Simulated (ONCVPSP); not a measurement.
## Logarithmic derivatives: Re, ONCV

```json
{"Element": "Re", "Generator": "ONCVPSP 4.0.1", "Type": "optimised norm-conserving Vanderbilt (ONCV)", "Functional": "revPBE", "Relativity": "scalar-relativistic", "Frozen core": "[Kr] 4d10 4f14", "Valence charge": "15", "Reference configuration": "5s2 5p6 5d5 6s1 6p1", "Partial waves": "5s+6s: rc 1.55 bohr, ncon 4, nbas 9, qcut 8.3 1/bohr, 2 projectors; 5p+6p: rc 1.55 bohr, ncon 4, nbas 9, qcut 9.8 1/bohr, 2 projectors; 5d: rc 2.70 bohr, ncon 4, nbas 8, qcut 6.8 1/bohr, 2 projectors, debl 3.1 Ha", "Local potential": "polynomial inside 1.15 bohr (lpopt 5, dvloc0 0 Ha)", "Core correction": "none"}
```

The phase is arctan(r·R′/R) of the radial function R(r), unwrapped; energies in Ha, scanned from -5 to 5 Ha. A pole is an energy at which the radial function vanishes at the test radius. The pseudo phase is shifted by a multiple of π to meet the all-electron one at the reference energy, and phase errors are pseudo minus all-electron; the curves can meet again beyond the range given. Levels narrower than the energy grid can be missing from the lists of poles.

**Question.** For each channel, where are the poles, and over which energies does the pseudopotential scatter like the atom?

**Answer.**

```tsv
channel	radius (bohr)	reference energy (Ha)	poles, all-electron	poles, pseudo	unbroken range about the reference energy with phases within 0.05 rad	phase error 1 Ha above the reference energy (rad)
s	1.57	-0.26	-2.50	-2.50	the whole range	-0.000
p	1.57	-0.08	-0.56	-0.56	the whole range	-0.000
d	2.74	-0.25	-0.04, 2.83	-0.04, 2.83	the whole range	+0.006
```

Phases in the d channel:

```csv
E (Ha),all-electron,pseudo
-4.96,1.439,1.439
-4.72,1.435,1.435
-4.48,1.431,1.431
-4.24,1.426,1.426
-4.00,1.421,1.421
-3.76,1.415,1.415
-3.52,1.409,1.409
-3.28,1.402,1.402
-3.04,1.394,1.394
-2.80,1.385,1.385
-2.56,1.374,1.374
-2.32,1.361,1.361
-2.08,1.345,1.345
-1.84,1.325,1.325
-1.60,1.299,1.300
-1.36,1.263,1.263
-1.12,1.208,1.208
-0.88,1.107,1.107
-0.64,0.845,0.845
-0.40,-0.406,-0.405
-0.16,-1.423,-1.423
0.08,-1.675,-1.674
0.32,-1.836,-1.835
0.56,-2.042,-2.040
0.80,-2.477,-2.470
1.04,-3.439,-3.427
1.28,-4.116,-4.112
1.52,-4.375,-4.374
1.76,-4.500,-4.499
2.00,-4.574,-4.574
2.24,-4.626,-4.626
2.48,-4.665,-4.665
2.72,-4.698,-4.698
2.96,-4.728,-4.728
3.20,-4.758,-4.758
3.44,-4.790,-4.790
3.68,-4.829,-4.829
3.92,-4.881,-4.880
4.16,-4.963,-4.961
4.40,-5.127,-5.123
4.64,-5.602,-5.595
4.88,-6.816,-6.831
```
